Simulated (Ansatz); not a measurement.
Abridged output of a molecular run in Ansatz:

```
Functional definition: HF
1187 factors; integrals over basis functions are off by at most 1.4e-3 eV
mean field evaluation 1: about -5023.1884 eV, gradient 3.1e1 eV
mean field evaluation 2: about -5023.3233 eV, gradient 3.1e1 eV
mean field evaluation 4: about -5026.1069 eV, gradient 4.6e0 eV
mean field evaluation 8: about -5026.1625 eV, gradient 7.5e-5 eV
mean field -5026.16246118 eV, -184.7080635932 hartree, gradient 3.0e-6 eV, S^2 0.000000; 0 other end points of the search recorded, 0 dependent functions left out
5 core orbitals not correlated: weight in the atoms' cores, before any rotation towards them, 1.000 or more for the frozen orbitals, at most 0.000 for the correlated occupied ones
reference -5026.16246118 eV, -184.7080635932 hartree; 14, 14 occupied and 96, 96 virtual orbitals, 1187 factors
second order -17.05293223 eV of doubles, -0.00000000 eV of singles
cycle   1  -18.17938271 eV  change    -1.1e0 eV  update   9.3e-2
cycle   2  -18.71163468 eV  change   -5.3e-1 eV  update   2.7e-2
cycle   3  -18.79834110 eV  change   -8.7e-2 eV  update   1.2e-2
cycle   4  -18.79338408 eV  change    5.0e-3 eV  update   3.4e-3
cycle   5  -18.79389435 eV  change   -5.1e-4 eV  update   1.3e-3
cycle   6  -18.79352133 eV  change    3.7e-4 eV  update   3.5e-4
cycle   7  -18.79338489 eV  change    1.4e-4 eV  update   1.0e-4
cycle   8  -18.79337297 eV  change    1.2e-5 eV  update   3.3e-5
perturbative correction -0.55830668 eV, -0.0205173921 hartree
Total energy: -5045.51414084 eV, -185.4192247034 hartree
```

Its atoms:

Cartesian coordinates in Å:
```
B 0.277 1.608 0.825
N -0.369 0.618 0.041
B -1.775 0.442 0.100
C 0.434 -0.256 -0.822
C 0.893 -1.501 -0.090
H 1.466 1.731 0.744
H -0.378 2.299 1.544
H -2.286 -0.402 -0.581
H -2.420 1.138 0.822
H -0.166 -0.532 -1.693
H 1.297 0.307 -1.182
H 0.035 -2.078 0.264
H 1.488 -2.139 -0.747
H 1.504 -1.236 0.776
```

**Question.** Which basis set was used?
A. cc-pV(T+d)Z
B. def2-TZVPP
C. cc-pV(Q+d)Z
D. def2-SVP

**Answer.** D. It gives 115 functions.

**Question.** Write the keys of the input that set method, charge and spin (a neutral closed shell needs none for the last two).

**Answer.** 
```yaml
correlation: {method: ccsd_t}
```
